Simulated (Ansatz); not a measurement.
Born–Oppenheimer molecular dynamics of Cl2F2H2HfO (8 atoms, charge 0, multiplicity 1). It starts at the highest image of a converged band, a first-order saddle point between two minima.

Level of theory: Ansatz 0.2.0, RHF/def2-SVP.

```
ensemble                      : NVE (velocity Verlet)
time step                     : 0.5 fs
steps asked                   : 200
starting velocities drawn for : 300 K
seed                          : 8375
```

First frame:

```xyz
8
Properties=species:S:1:pos:R:3
Hf 0.208 0.228 -0.013
Cl -0.273 0.256 2.674
Cl 1.947 -0.041 -1.618
O -1.148 1.316 -0.758
H -1.838 1.758 -1.222
F -0.440 -1.568 0.035
F 1.373 1.529 1.169
H 0.775 1.174 2.155
```

Problem. How far do the bonds stretch over the last three quarters of this one trajectory? (Pairs bonded in most of those frames.)

Solution. 
```json
{"bond": "Hf1–Cl2", "mean (Å)": "3.122", "spread (Å)": "0.235", "shortest": "2.77", "longest": "3.54"}
{"bond": "Hf1–Cl3", "mean (Å)": "2.389", "spread (Å)": "0.004", "shortest": "2.38", "longest": "2.40"}
{"bond": "Hf1–O4", "mean (Å)": "1.911", "spread (Å)": "0.006", "shortest": "1.90", "longest": "1.92"}
{"bond": "Hf1–F6", "mean (Å)": "1.931", "spread (Å)": "0.010", "shortest": "1.92", "longest": "1.95"}
{"bond": "Hf1–F7", "mean (Å)": "1.933", "spread (Å)": "0.096", "shortest": "1.80", "longest": "2.09"}
{"bond": "Cl2–H8", "mean (Å)": "1.280", "spread (Å)": "0.025", "shortest": "1.24", "longest": "1.32"}
{"bond": "O4–H5", "mean (Å)": "0.942", "spread (Å)": "0.005", "shortest": "0.93", "longest": "0.95"}
```

Pairs bonded in part of these frames only: Hf1–Cl2 91 %.

Mean temperature of the second half: 752 K. The conserved energy stayed within 0.054 meV per atom of its start (net change 0.0093 meV per atom), so the integration is sound. The kinetic energy rose, since the run started high on the potential surface and went downhill. It ends in pieces (ClF2HHfO + ClH), so much of that is their flight and rotation, not heat. A run of 0.1 ps of so small a system gives no equilibrium averages. The orbitals stay closed-shell, which can raise the energy where a bond breaks towards radicals; this wasn't checked here.

The run took 7.1 min on 2 threads of Arm Neoverse V1, with other jobs on the host, peak memory 0.28 GiB.
